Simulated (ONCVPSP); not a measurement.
iodine, ONCV: configuration errors across variants

iodine, optimised norm-conserving Vanderbilt (ONCV), made with ONCVPSP 4.0.1 (PBE, scalar-relativistic). Core [Kr] 4d10, reference 5s1 5p6. Waves: 5s: rc 1.80 bohr, ncon 4, nbas 9, qcut 3.9 1/bohr, 2 projectors, debl 3.1 Ha; 5p: rc 1.80 bohr, ncon 3, nbas 6, qcut 5.1 1/bohr, 2 projectors, debl 3.9 Ha; d scattering state at 0.05 Ha: rc 1.80 bohr, ncon 4, nbas 7, qcut 6.1 1/bohr, 2 projectors, debl 3.4 Ha. Local part: polynomial inside 1.30 bohr (lpopt 5, dvloc0 0 Ha). Core correction: Teter function, fcfact 2, rcfact 1.1.

All-electron excitation energies from the reference (eV): (1) 5s2 5p5 -10.415; (2) 5s2 5p4 0.717; (3) 5s2 5p3 20.563; (4) 5s2 5p1 89.318.

3 further variants failed, have other tests or too few solved ones, and are left out.

A true bound ghost makes a file unfit for plane-wave use even where its test errors are small: the radial tests pick states by their node count and pass the ghost by.

Errors AE − PS in meV (a dash: test not solved or not reliable):

```csv
change,(1),(2),(3),(4),bound ghosts,GHOST(+) flags above zero
base,-2.7,-9.4,-29,-118,"s, d",p
d: rc 2.44,-2.7,-9.4,-29,-118,s,"p, d"
d: qcut 3.4,-2.7,-9.4,-29,-118,"s, d",p
p: debl 1.35,-2.7,-9.5,-30,-120,"s, d",p
```

**Question.** Give the same row for: core correction Teter function, fcfact 4.2, rcfact 1.1.

**Answer.** -4.5, -8.6, -21, -75; bound ghosts: s, d; GHOST(+) flags above zero: p.
